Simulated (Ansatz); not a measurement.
Stepwise reaction of `[O]=[Nb]([OH])([OH])[Cl]` with hydrogen fluoride, as a gas-phase model of exchange steps in deposition or etching. ΔE in kJ/mol; ΔG adds harmonic PBE0-D4 terms to CCSD(T)/CBS, at 1 bar.

Gas-phase electronic energies from Ansatz, PBE0-D4/def2-TZVP geometries. CCSD(T)/CBS adds triple-zeta CCSD(T) − MP2 to the extrapolated MP2 energy (def2 sets, frozen cores). This one scheme is used for every species. DFT in def2-TZVPP. B3LYP here is the variant with VWN-RPA as its local correlation; programs differ in this. Elements past krypton have def2 core potentials. For Nb outer-core shells are correlated without core-valence functions, which leaves a few kJ/mol of doubt a bond. One conformer a species, not always the lowest.

```json
{"step": "1", "reaction": "`[O]=[Nb]([OH])([OH])[Cl]` + H–F → `[O]=[Nb]([OH])([F])[Cl]` + H₂O", "PBE-D4": "-33.8", "B3LYP-D4": "-32.3", "ωB97M-V": "-33.2", "CCSD(T)/CBS": "-27.4", "ΔG(400 K)": "-27.7"}
```

Question: Give the row of step 2, `[O]=[Nb]([OH])([F])[Cl]` + H–F → `[O]=[Nb]([F])([F])[Cl]` + H₂O. (Estimate.)

Answer: Ansatz gave: 
```csv
step,reaction,PBE-D4,B3LYP-D4,ωB97M-V,CCSD(T)/CBS,ΔG(400 K)
2,`[O]=[Nb]([OH])([F])[Cl]` + H–F → `[O]=[Nb]([F])([F])[Cl]` + H₂O,-26.6,-24.9,-26.2,-20.3,-21.5
```

Question: By hand: ΔE of the 2 steps together at CCSD(T)/CBS.

Answer: (-27.4) + (-20.3) = -47.7 kJ/mol, or -23.9 kJ/mol a step.

In ΔE each step is higher than the one before. All are downhill at CCSD(T)/CBS. ΔG lies between -27.7 and -21.5 kJ/mol a step. PBE-D4 differs from CCSD(T)/CBS by -6.4 to -6.3 kJ/mol a step. Isolated molecules leave out the surface, adducts and barriers. Largest T1 diagnostic: 0.022.
